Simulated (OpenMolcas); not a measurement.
# OpenMolcas run: Ar2+

Input:

```
&GATEWAY
Coord
1

Ar 0.0 0.0 0.0
Basis=ANO-RCC-VDZP
Group=XYZ
NoMove
AngMom=0.0 0.0 0.0
AMFI
&SEWARD
&RASSCF
FileOrb=start.orb
Symmetry=1
Spin=3
nActEl=4 0 0
Inactive=3 3
Ras2=0 3
CIRoot=3 3 1
SDav=3
CIMx=300
Iter=120 100
PrWF=0.3
OrbListing=Nothing
MaxOrb=0
Atom
>>> COPY $Project.JobIph JOB001
&RASSCF
FileOrb=start.orb
Symmetry=1
Spin=1
nActEl=4 0 0
Inactive=3 3
Ras2=0 3
CIRoot=6 6 1
SDav=6
CIMx=300
Iter=120 100
PrWF=0.3
OrbListing=Nothing
MaxOrb=0
Atom
>>> COPY $Project.JobIph JOB002
&RASSI
NrOfJobIphs=2 3 6
1 2 3
1 2 3 4 5 6
IphNames
JOB001
JOB002
EJob
SpinOrbit
DIPRint=1.0
SOCoupling=1000.0
Subsets=2
MEES
Property=10
'ANGMOM' 1 'ANGMOM' 2 'ANGMOM' 3 'MLTPL  1' 1 'MLTPL  1' 2 'MLTPL  1' 3
'AMFI' 1 'AMFI' 2 'AMFI' 3 'MLTPL  2' 6
SOProperty=3
'ANGMOM' 1 'ANGMOM' 2 'ANGMOM' 3
```

A driver script runs the steps one by one and writes start.orb anew before each from the orbitals found so far.

Output, cut to the results:

```
--- SEWARD ---
Basis set label: AR.ANO-RCC...4S3P1D.

      Electronic valence basis set:
      ------------------
      Associated Effective Charge  18.000000 au
      Associated Actual Charge     18.000000 au
      Nuclear Model: Point charge

      Shell  nPrim  nBasis  Cartesian Spherical Contaminant
         s      17       4        X
         p      12       3        X
         d       5       1                 X
                  Relativistic Douglas-Kroll-Hess integrals:
                    - DKH order of Hamiltonian: 2
                    - DKH order of Properties : 0
                  Atomic mean-field integrals
--- RASSCF ---
Wave function specifications:
      -----------------------------

      Number of closed shell electrons          12
      Number of electrons in active shells       4
      Max number of holes in RAS1 space          0
      Max nr of electrons in RAS3 space          0
      Number of inactive orbitals                6
      Number of active orbitals                  3
      Number of secondary orbitals               9
      Spin quantum number                      1.0
      State symmetry                             1
Orbital specifications:
      -----------------------

      Symmetry species                           1   2
                                                ag  au
      Frozen orbitals                            0   0
      Inactive orbitals                          3   3
      Active orbitals                            0   3
      RAS1 orbitals                              0   0
      RAS2 orbitals                              0   3
      RAS3 orbitals                              0   0
      Secondary orbitals                         6   3
      Deleted orbitals                           0   0
      Number of basis functions                  9   9
      Number of CSFs                             3
      Number of root(s) required                 3
      Iter CI   SX   CI       RASSCF       Energy    max ROT     max BLB   max BLB  Level Ln srch  Step   QN
          iter iter root      energy       change     param      element    value   shift minimum  type update
 Nr of preliminary CI iterations:   1
        1   1    5    0  -526.99833621    0.00E+00   1.24E-01*   3   4 1  3.21E-01*  0.00   0.00    SX    NO
        2   1    4    0  -527.10751926   -1.09E-01*  8.17E-03    2   4 1  3.45E-02*  0.00   0.00    SX    NO
        3   1    3    0  -527.10825758   -7.38E-04*  1.54E-03    6   9 2  2.95E-03*  0.00   0.00    SX    NO
        4   1    3    0  -527.10827204   -1.45E-05*  1.99E-04    3   4 1 -6.56E-04*  0.00   0.00    SX    NO
        5   1    3    0  -527.10827235   -3.14E-07*  2.90E-05    4   7 2  6.42E-05   0.00   0.88    QN   YES
        6   1    2    0  -527.10827236   -7.00E-09  -1.57E-06    3   4 1 -7.39E-06   0.00   1.01    QN   YES
      Convergence after  6 iterations
        7   1    2    0  -527.10827236   -1.80E-11  -1.57E-06    3   4 1 -1.35E-06   0.00   1.01    QN   YES
      Natural orbitals and occupation numbers for root  1
      sym 2:   1.000000   2.000000   1.000000
      Natural orbitals and occupation numbers for root  2
      sym 2:   1.000000   1.000000   2.000000
      Natural orbitals and occupation numbers for root  3
      sym 2:   2.000000   1.000000   1.000000
::    RASSCF root number  1 Total energy:   -527.10827236
::    RASSCF root number  2 Total energy:   -527.10827236
::    RASSCF root number  3 Total energy:   -527.10827236
--- RASSCF ---
Wave function specifications:
      -----------------------------

      Number of closed shell electrons          12
      Number of electrons in active shells       4
      Max number of holes in RAS1 space          0
      Max nr of electrons in RAS3 space          0
      Number of inactive orbitals                6
      Number of active orbitals                  3
      Number of secondary orbitals               9
      Spin quantum number                      0.0
      State symmetry                             1
Orbital specifications:
      -----------------------

      Symmetry species                           1   2
                                                ag  au
      Frozen orbitals                            0   0
      Inactive orbitals                          3   3
      Active orbitals                            0   3
      RAS1 orbitals                              0   0
      RAS2 orbitals                              0   3
...
--- RASSI ---
SPIN-FREE ENERGIES:
  (Shifted by EMIN (a.u.) =       -527.1082723566)

 SF State       Relative EMIN(au)   Rel lowest level(eV)    D:o, cm**(-1)      L_eff

     1             0.0000000000        0.0000000000              0.0000         1.0
     2             0.0000000000        0.0000000000              0.0000         1.0
     3             0.0000000000        0.0000000000              0.0000         1.0
     4             0.0741024202        2.0164295781          16263.6014         2.0
     5             0.0741024202        2.0164295781          16263.6014         2.0
     6             0.0741024202        2.0164295781          16263.6014         2.0
     7             0.0741024202        2.0164295781          16263.6014         2.0
     8             0.0741024202        2.0164295781          16263.6014         2.0
     9             0.1848155317        5.0290868166          40562.3207         0.0
     Dipole printing threshold changed to   1.00000000E+00
Eigenvalues of complex Hamiltonian:
   -----------------------------------
  (Shifted by EMIN (a.u.) =       -527.1082723566)

 SO State       Relative EMIN(au)   Rel lowest level(eV)    D:o, cm**(-1)     J-value

     1            -0.0025261808        0.0000000000              0.0000         1.0
     2            -0.0025261808        0.0000000000              0.0000         2.0
     3            -0.0025261808        0.0000000000              0.0000         1.8
     4            -0.0025261808        0.0000000000              0.0000         1.0
     5            -0.0025261808        0.0000000000              0.0000         1.8
     6             0.0023793299        0.1334857481           1076.6352         1.0
     7             0.0023793299        0.1334857481           1076.6352         0.6
     8             0.0023793299        0.1334857481           1076.6352         0.6
     9             0.0045090188        0.1914375344           1544.0478         0.0
...
```

The J values that RASSI prints are effective ones from its own formula and need not be integers or half-integers; the table below assigns J from the states.

Levels above the lowest, from the spin-orbit matrix, grouped by J:

```csv
Configuration,Term,J,E (cm-1),Measured (cm-1),g,Term weight %
3s2 3p4,3P,2,0.0,0.0,1.500,100
3s2 3p4,3P,1,1077,1112,1.501,100
3s2 3p4,3P,0,1544,1570,,100
3s2 3p4,1D,2,16850,14010,1.001,100
3s2 3p4,1S,0,41172,33266,,100
```

Against the 4 measured excited levels shown (Saloman, J. Phys. Chem. Ref. Data 39, 033101 (2010)) the mean absolute deviation is 2700 cm-1; the largest miss in energy is 3s2 3p4 1S0: computed 41172, measured 33266 cm-1 (+23.8 %).

With the s shell closed, the reference lacks s² → p² mixing. Computed and measured levels are paired by configuration, term and J; levels that our copy of the source lacks, or whose pairing is in doubt (as where it misses far off the trend of its configuration), stay unpaired and out of the deviations. Only configurations of the active space appear.

The term weight is that of the spin-free term in the level, not the purity of its configuration.
